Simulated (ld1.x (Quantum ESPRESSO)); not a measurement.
## Reading a pseudo-wave (mercury)

Columns: radius, all-electron u(r) and pseudo u(r) of the 5p shell (level -66.52 eV) of mercury in the configuration [Kr] 4d10 4f14 5s2 5p6 5d10 6s2 6p0; PBE, scalar-relativistic, TM scheme, ld1.x (Quantum ESPRESSO) 7.5.

```
r (bohr)  all-electron   pseudo
   0.088       -0.1898  -0.0128
   0.175       -0.2520  -0.0516
   0.262        0.4130  -0.1193
   0.350        0.6207  -0.2215
   0.438        0.3451  -0.3613
   0.525       -0.1073  -0.5346
   0.612       -0.5360  -0.7294
   0.700       -0.8592  -0.9199
   0.788       -1.0564  -1.0675
   0.875       -1.1448  -1.1455
   0.962       -1.1530  -1.1530
   1.050       -1.1062  -1.1062
   1.138       -1.0258  -1.0258
   1.225       -0.9294  -0.9294
   1.312       -0.8271  -0.8271
   1.400       -0.7250  -0.7250
   1.487       -0.6298  -0.6298
   1.575       -0.5417  -0.5417
   1.662       -0.4637  -0.4637
   1.750       -0.3941  -0.3941
   1.838       -0.3335  -0.3335
   1.925       -0.2817  -0.2817
   2.012       -0.2373  -0.2373
   2.100       -0.1990  -0.1990
   2.188       -0.1666  -0.1666
   2.275       -0.1395  -0.1395
```

(1) How many radial nodes do the two functions have?

(2) At about which radius was the pseudo-wave matched?

(3) Is the pseudo-wave norm-conserving?

## Answers

(1) The all-electron 5p function has n − l − 1 = 3 (the table is too coarse to show those close to the nucleus); the pseudo-wave has 0, since the states of the same l below it are removed with the core.

(2) 1.00 bohr, where the columns begin to agree (steps of 0.09 bohr).

(3) Yes: the TM scheme keeps the norm inside the radius equal to the all-electron one, which fixes the energy derivative of the logarithmic derivative at the level.
